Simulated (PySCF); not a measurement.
1-butanol (C4H10O), SMILES OCCCC. Coordinates come from a PBE-D3(BJ)/def2-SVP optimisation. One conformer was computed; it need not be the lowest.

Computed equilibrium geometry at PBE-D3(BJ)/def2-SVP (PySCF confirms it by a frequency run) as a Z-matrix, and its point group (one conformer of several):
point group Cs.
```
C
H 1 1.1122
H 1 1.1122 2 105.96
C 1 1.5222 2 108.26 3 -115.95
O 4 1.4174 1 108.50 2 57.22
H 5 0.9731 4 107.61 1 180.00
H 4 1.1204 5 111.90 6 -59.58
H 4 1.1204 7 106.27 5 -122.43
C 1 1.5301 2 110.21 3 119.22
H 9 1.1131 1 109.32 2 179.25
H 9 1.1131 10 105.57 1 117.50
C 9 1.5292 10 109.54 11 117.86
H 12 1.1087 9 111.78 10 -57.67
H 12 1.1100 13 107.59 9 122.41
H 12 1.1100 13 107.59 14 115.18
```
Charge 0, spin multiplicity 1.
